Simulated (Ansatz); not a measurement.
Nudged elastic band run: C3H10GeS

input.yaml

```yaml
crystal:
  periodic: [false, false, false]
  atoms:
    - { symbol: C, position_ang: [-1.790412, -0.463457, -0.587607] }
    - { symbol: C, position_ang: [-0.303942, -0.802063, -0.734522] }
    - { symbol: C, position_ang: [0.554913, -0.443045, 0.487976] }
    - { symbol: S, position_ang: [2.249643, -1.173472, 0.400182] }
    - { symbol: Ge, position_ang: [0.724064, 1.497692, 0.909913] }
    - { symbol: H, position_ang: [-1.963254, 0.617735, -0.470086] }
    - { symbol: H, position_ang: [-2.230936, -0.967165, 0.289249] }
    - { symbol: H, position_ang: [-2.352662, -0.792591, -1.475771] }
    - { symbol: H, position_ang: [0.107432, -0.298825, -1.628465] }
    - { symbol: H, position_ang: [-0.189485, -1.883751, -0.922986] }
    - { symbol: H, position_ang: [0.131231, -0.922571, 1.386984] }
    - { symbol: H, position_ang: [2.681504, -0.452578, -0.662444] }
    - { symbol: H, position_ang: [-0.648229, 2.203376, 1.040584] }
    - { symbol: H, position_ang: [1.494338, 1.66071, 2.234139] }
    - { symbol: H, position_ang: [1.514096, 2.169105, -0.237646] }
basis:
  gaussian: { orbitals: def2-SVP }
hamiltonian:
  xc: b3lyp
neb:
  order_check: false
  images: 5
  f_tol: 0.05
  max_iterations: 36
  final_atoms:
    - { symbol: C, position_ang: [-1.712842, -0.40813406, -0.8127677] }
    - { symbol: C, position_ang: [-0.24238918, -0.82815765, -0.72827382] }
    - { symbol: C, position_ang: [0.4558138, -0.44024275, 0.58445164] }
    - { symbol: S, position_ang: [2.10184936, -1.2571227, 0.77888665] }
    - { symbol: Ge, position_ang: [0.67292273, 1.51142244, 0.92535044] }
    - { symbol: H, position_ang: [-1.83777545, 0.6856705, -0.7839404] }
    - { symbol: H, position_ang: [-2.29866435, -0.8309196, 0.02068748] }
    - { symbol: H, position_ang: [-2.16514877, -0.76683371, -1.75088467] }
    - { symbol: H, position_ang: [0.31798133, -0.40004674, -1.57930739] }
    - { symbol: H, position_ang: [-0.16509514, -1.92345663, -0.84200188] }
    - { symbol: H, position_ang: [-0.11640413, -0.84444954, 1.43714744] }
    - { symbol: H, position_ang: [2.7193333, -0.62466724, -0.24785539] }
    - { symbol: H, position_ang: [1.25867588, 1.71367056, 2.33566669] }
    - { symbol: H, position_ang: [1.65268248, 2.07374507, -0.13084636] }
    - { symbol: H, position_ang: [-0.66263886, 2.28862205, 0.82318726] }
  initial_path:
    images:
      - { positions_ang: [[-1.790412, -0.463457, -0.587607], [-0.303942, -0.802063, -0.734522], [0.554913, -0.443045, 0.487976], [2.249643, -1.173472, 0.400182], [0.724064, 1.497692, 0.909913], [-1.963254, 0.617735, -0.470086], [-2.230936, -0.967165, 0.289249], [-2.352662, -0.792591, -1.475771], [0.107432, -0.298825, -1.628465], [-0.189485, -1.883751, -0.922986], [0.131231, -0.922571, 1.386984], [2.681504, -0.452578, -0.662444], [-0.648229, 2.203376, 1.040584], [1.494338, 1.66071, 2.234139], [1.514096, 2.169105, -0.237646]] }
      - { positions_ang: [[-1.74202125, -0.45815483, -0.64539456], [-0.27530126, -0.80049337, -0.73104941], [0.50262486, -0.44926803, 0.53023978], [2.21120693, -1.2012314, 0.52238021], [0.70225926, 1.48358904, 0.8941343], [-1.91127899, 0.65010784, -0.55017193], [-2.22976666, -0.94022269, 0.20989602], [-2.26294249, -0.7679275, -1.56722153], [0.18357096, -0.28733977, -1.58587359], [-0.17505833, -1.88511468, -0.90710134], [0.01492995, -0.89907142, 1.41681883], [2.6577233, -0.49365682, -0.55212409], [-0.43277364, 2.10581769, 1.44626008], [1.72415197, 1.70487441, 1.80202668], [1.01097638, 2.18719154, -0.25331942]] }
      - { positions_ang: [[-1.6936305, -0.45285267, -0.70318213], [-0.24666051, -0.79892375, -0.72757682], [0.45033671, -0.45549107, 0.57250355], [2.17277087, -1.2289908, 0.64457842], [0.68045451, 1.46948609, 0.87835561], [-1.85930398, 0.68248067, -0.63025787], [-2.22859731, -0.91328037, 0.13054303], [-2.17322298, -0.743264, -1.65867207], [0.25970992, -0.27585455, -1.54328218], [-0.16063165, -1.88647836, -0.89121668], [-0.10137111, -0.87557184, 1.44665366], [2.63394261, -0.53473564, -0.44180418], [-0.21731827, 2.00825938, 1.85193615], [1.95396593, 1.74903882, 1.36991435], [0.50785676, 2.20527809, -0.26899285]] }
      - { positions_ang: [[-1.64523975, -0.4475505, -0.76096969], [-0.21801977, -0.79735412, -0.72410423], [0.39804857, -0.4617141, 0.61476733], [2.1343348, -1.25675021, 0.76677663], [0.65864977, 1.45538313, 0.86257691], [-1.80732897, 0.71485351, -0.7103438], [-2.22742797, -0.88633806, 0.05119005], [-2.08350346, -0.71860051, -1.7501226], [0.33584888, -0.26436932, -1.50069078], [-0.14620498, -1.88784204, -0.87533202], [-0.21767216, -0.85207226, 1.47648849], [2.61016191, -0.57581445, -0.33148427], [-0.00186291, 1.91070108, 2.25761223], [2.1837799, 1.79320323, 0.93780203], [0.00473715, 2.22336463, -0.28466627]] }
      - { positions_ang: [[-1.66777383, -0.43441169, -0.7782357], [-0.2261429, -0.80762196, -0.72549409], [0.41730365, -0.45455699, 0.6046621], [2.12350632, -1.25687437, 0.7708133], [0.66340742, 1.4740629, 0.88350142], [-1.8174778, 0.70512584, -0.734876], [-2.25117343, -0.86786524, 0.04102252], [-2.11071856, -0.73467824, -1.75037662], [0.32989303, -0.30959513, -1.52689631], [-0.1525017, -1.89971357, -0.86422198], [-0.18391615, -0.84953136, 1.4633748], [2.64655237, -0.59209872, -0.30360797], [0.41831668, 1.84502424, 2.28363038], [2.00674743, 1.88671718, 0.5815859], [-0.21772152, 2.2451171, 0.08461824]] }
      - { positions_ang: [[-1.69030792, -0.42127288, -0.7955017], [-0.23426604, -0.81788981, -0.72688395], [0.43655872, -0.44739987, 0.59455687], [2.11267784, -1.25699854, 0.77484997], [0.66816507, 1.49274267, 0.90442593], [-1.82762662, 0.69539817, -0.7594082], [-2.27491889, -0.84939242, 0.030855], [-2.13793367, -0.75075597, -1.75063065], [0.32393718, -0.35482093, -1.55310185], [-0.15879842, -1.9115851, -0.85311193], [-0.15016014, -0.84699045, 1.45026112], [2.68294284, -0.60838298, -0.27573168], [0.83849628, 1.7793474, 2.30964853], [1.82971495, 1.98023112, 0.22536977], [-0.44018019, 2.26686958, 0.45390275]] }
      - { positions_ang: [[-1.712842, -0.40813406, -0.8127677], [-0.24238918, -0.82815765, -0.72827382], [0.4558138, -0.44024275, 0.58445164], [2.10184936, -1.2571227, 0.77888665], [0.67292273, 1.51142244, 0.92535044], [-1.83777545, 0.6856705, -0.7839404], [-2.29866435, -0.8309196, 0.02068748], [-2.16514877, -0.76683371, -1.75088467], [0.31798133, -0.40004674, -1.57930739], [-0.16509514, -1.92345663, -0.84200188], [-0.11640413, -0.84444954, 1.43714744], [2.7193333, -0.62466724, -0.24785539], [1.25867588, 1.71367056, 2.33566669], [1.65268248, 2.07374507, -0.13084636], [-0.66263886, 2.28862205, 0.82318726]] }
```

Run as:

```bash
$ ansatz run input.yaml --threads 2 --pin off --max-ram 3072MiB --backend cpu --events-out ev --progress --plain --runs-dir out
```

Output, in part (warnings, iteration lines, the closing report on the highest movable image, with atoms numbered from 0):

```
NEB end point (image 0): max|allowed force component| = 1.416e-2 eV/Å (the criterion of neb.relax_end_points is 1.000e-2)
NEB end point (image 6): max|allowed force component| = 1.126e-2 eV/Å (the criterion of neb.relax_end_points is 1.000e-2)
NEB iter   1: max|band force component| = 3.644e0 eV/Å  barrier→ = 0.9352 eV  barrier← = 0.9352 eV  Δτ_max = 0.2000 Å  (179 SCF iters)
NEB iter   2: max|band force component| = 1.029e0 eV/Å  barrier→ = 0.1496 eV  barrier← = 0.1496 eV  Δτ_max = 0.0978 Å  (141 SCF iters)
NEB iter   3: max|band force component| = 4.709e-1 eV/Å  barrier→ = 0.0907 eV  barrier← = 0.0907 eV  CI = image 3  Δτ_max = 0.0404 Å  (146 SCF iters)
NEB iter   4: max|band force component| = 1.580e-1 eV/Å  barrier→ = 0.0771 eV  barrier← = 0.0771 eV  CI = image 3  Δτ_max = 0.0184 Å  (142 SCF iters)
NEB iter   5: max|band force component| = 3.048e-2 eV/Å  barrier→ = 0.0757 eV  barrier← = 0.0757 eV  CI = image 3  Δτ_max = 0.0000 Å  (257 SCF iters)
Total energy: -70616.53832896 eV, -2595.1099179804 hartree
Atom 0 at    -1.717833    -0.406710    -0.750283 Å, force     0.002431    -0.016561     0.010359 eV/Å
Atom 1 at    -0.242078    -0.815460    -0.744753 Å, force     0.000187     0.005272    -0.012032 eV/Å
Atom 2 at     0.498236    -0.457445     0.554248 Å, force     0.009566     0.005097     0.005500 eV/Å
Atom 3 at     2.121830    -1.319628     0.720188 Å, force    -0.015756    -0.009534     0.002683 eV/Å
Atom 4 at     0.670847     1.509911     0.898919 Å, force    -0.003123     0.011710    -0.010627 eV/Å
Atom 5 at    -1.848785     0.683116    -0.648745 Å, force    -0.001329    -0.000959    -0.002364 eV/Å
Atom 6 at    -2.268033    -0.888118     0.075828 Å, force     0.003605     0.006298    -0.001320 eV/Å
Atom 7 at    -2.204050    -0.708926    -1.691377 Å, force     0.003416     0.006898    -0.000224 eV/Å
Atom 8 at     0.278093    -0.353062    -1.603268 Å, force    -0.003346    -0.000962     0.002408 eV/Å
Atom 9 at    -0.160773    -1.905533    -0.895982 Å, force    -0.002392    -0.001453     0.002466 eV/Å
Atom 10 at    -0.068671    -0.859751     1.410341 Å, force     0.001821    -0.008458     0.001022 eV/Å
Atom 11 at     2.780358    -0.639746    -0.248175 Å, force     0.002933     0.007074    -0.002382 eV/Å
Atom 12 at    -0.154870     1.916088     2.140256 Å, force     0.000653    -0.003125    -0.000656 eV/Å
Atom 13 at     2.146583     1.885739     1.131132 Å, force     0.000603     0.000134     0.003510 eV/Å
Atom 14 at     0.147448     2.308626    -0.318828 Å, force     0.000730    -0.001430     0.001657 eV/Å
Dipole moment:    -0.182163     0.064382    -0.168295 e Å
```

The run converged. A vibrational analysis at the climbing image gives one clearly imaginary mode, 121i cm⁻¹: a first-order saddle point.

Final band (atoms are numbered from 1 in the order of the input):

```
image  path coordinate (Å)  energy (kcal/mol)  dihedral S4–C3–Ge5–H13 (°)
    0                 0.00                0.0                        -179
    1                 0.84                0.4                        -160
    2                 1.67                1.2                        -139
    3                 2.51                1.7                        -117
    4                 3.33                1.3                         -95
    5                 4.15                0.4                         -75
    6                 4.97                0.0                         -58
```

The run took 2.9 min on 2 threads of Intel(R) Xeon(R) Platinum 8488C (Sapphire Rapids) (shared host), peak memory 0.46 GiB.
